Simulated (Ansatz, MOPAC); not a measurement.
Molecule: GeBr2 (charge 0, singlet). SMILES: [Br][Ge][Br]
Geometry: optimised at B3LYP-D3(BJ)/def2-TZVP (Ansatz, a first-principles code).

Wanted: vertical ionisation energy to the doublet, in eV. Terms: non-relativistic; no dispersion term unless named; UHF or UKS for open shells; each state is the SCF solution reached for its charge and spin; spin-orbit terms left out. Ab initio and DFT rows: single points at B3LYP-D3(BJ) geometries (Ansatz). Semi-empirical rows: differences of heats of formation at the shared geometry for vertical values.

```json
[
 {"species": "charge 1, doublet", "coefficient": "+1", "E at B3LYP/STO-3G (Ansatz), Eh": "-7144.80050", "E at B3LYP/def2-TZVPD (Ansatz), Eh": "-7225.14944", "heat of formation at PM6 (MOPAC), kcal/mol": "210.95"},
 {"species": "charge 0, singlet", "coefficient": "-1", "E at B3LYP/STO-3G (Ansatz), Eh": "-7145.05887", "E at B3LYP/def2-TZVPD (Ansatz), Eh": "-7225.51180", "heat of formation at PM6 (MOPAC), kcal/mol": "-1.88"}
]
```

 1 Eh = 27.2114 eV and 1 eV = 23.0605 kcal/mol.

Task: Work the quantity out at each level.

Result: 
- B3LYP/STO-3G: the sum of coefficient times E is 0.25837 Eh, or 7.031 eV. Result: 7.03 eV.
- B3LYP/def2-TZVPD: the sum of coefficient times E is 0.36236 Eh, or 9.860 eV. Result: 9.86 eV.
- PM6: the sum of coefficient times heat of formation is 212.83 kcal/mol, or 9.23 eV.
